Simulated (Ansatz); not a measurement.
Calculation: frozen-core CCSD(T)/def2-TZVPP // CAM-B3LYP-D3(BJ)/def2-TZVP (Ansatz, a program for electronic structure).

Ansatz 0.2 input:
```yaml
crystal:
  periodic: [false, false, false]
  atoms:
    - { symbol: C, position_ang: [1.517661, -0.211558, 0.173195] }
    - { symbol: C, position_ang: [0.475603, 0.393233, -0.380515] }
    - { symbol: Si, position_ang: [-1.287124, -0.015788, 0.037733] }
    - { symbol: H, position_ang: [2.539086, 0.043482, -0.086374] }
    - { symbol: H, position_ang: [1.396372, -0.9932, 0.915083] }
    - { symbol: H, position_ang: [0.672146, 1.168198, -1.117175] }
    - { symbol: H, position_ang: [-1.989385, 1.174268, 0.569522] }
    - { symbol: H, position_ang: [-2.02039, -0.468573, -1.166222] }
    - { symbol: H, position_ang: [-1.303966, -1.090061, 1.054751] }
basis:
  gaussian: { orbitals: def2-TZVPP }
correlation:
  method: ccsd_t
```

Output:

```
Functional definition: HF
1077 factors; integrals over basis functions are off by at most 7.8e-4 eV
mean field evaluation 1: about -10016.2336 eV, gradient 2.7e1 eV
mean field evaluation 2: about -10016.2385 eV, gradient 2.7e1 eV
mean field evaluation 4: about -10018.5314 eV, gradient 2.9e0 eV
mean field evaluation 8: about -10018.5654 eV, gradient 1.6e-1 eV
mean field evaluation 16: about -10018.5613 eV, gradient 3.1e-1 eV
mean field -10018.56545004 eV, -368.1754894614 hartree, gradient 1.7e-6 eV, S^2 0.000000; 0 other end points of the search recorded, 0 dependent functions left out
7 core orbitals not correlated
reference -10018.56545004 eV, -368.1754894614 hartree; 9, 9 occupied and 172, 172 virtual orbitals, 1077 factors
second order -12.40278101 eV of doubles, -0.00000000 eV of singles
cycle   1  -13.09962148 eV  change   -7.0e-1 eV  update   8.0e-2
cycle   2  -13.50650459 eV  change   -4.1e-1 eV  update   2.6e-2
cycle   3  -13.56268951 eV  change   -5.6e-2 eV  update   1.0e-2
cycle   4  -13.56028981 eV  change    2.4e-3 eV  update   3.1e-3
cycle   5  -13.56068065 eV  change   -3.9e-4 eV  update   9.2e-4
cycle   6  -13.56065040 eV  change    3.0e-5 eV  update   2.5e-4
cycle   7  -13.56064555 eV  change    4.8e-6 eV  update   7.7e-5
cycle   8  -13.56066895 eV  change   -2.3e-5 eV  update   2.7e-5
cycle   9  -13.56066449 eV  change    4.5e-6 eV  update   8.2e-6
perturbative correction -0.54941990 eV, -0.0201908090 hartree
Total energy: -10032.67553443 eV, -368.6940254986 hartree
```

Cost: about 50 core-seconds (a rough figure).
